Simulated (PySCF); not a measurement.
Geometry:
```json
{"atom": "Ge1", "x (Å)": "0.000", "y (Å)": "0.000", "z (Å)": "0.000"}
{"atom": "H2", "x (Å)": "-0.022", "y (Å)": "-0.009", "z (Å)": "1.719"}
{"atom": "H3", "x (Å)": "0.022", "y (Å)": "0.009", "z (Å)": "-1.719"}
{"atom": "H4", "x (Å)": "1.594", "y (Å)": "0.013", "z (Å)": "0.021"}
{"atom": "H5", "x (Å)": "-0.807", "y (Å)": "1.374", "z (Å)": "-0.003"}
{"atom": "H6", "x (Å)": "-0.785", "y (Å)": "-1.387", "z (Å)": "-0.017"}
```

Total charge -1.

Geometry: PBE0-D3(BJ)/def2-SVP; GIAO absolute shieldings from PySCF 2.14, gas phase, non-relativistic, averaged over equivalent atoms.

At PBE0/pcSseg-1 (pcSseg-2 on Ge) (88 basis functions, 3.5 s wall time on 1 thread of an Arm Neoverse V1, shared host):
```csv
atoms,σ (ppm)
Ge1,1796.8
H2/H3/H4/H5/H6,25.17
```

What do these become at PBE/pcSseg-1 (pcSseg-2 on Ge)?

Results:


```
         atoms  σ at PBE/pcSseg-1 (pcSseg-2 on Ge)  change
           Ge1                              1756.8   -40.0
H2/H3/H4/H5/H6                               24.91   -0.26
```

The largest change is at Ge1 (germanium bonded to 5 H). Cost: 88 basis functions, 3.6 s wall time on 1 thread of an Arm Neoverse V1, shared host.

Relativistic effects, spin–orbit coupling among them, are left out; they matter for Ge and for the light atoms bonded to it.
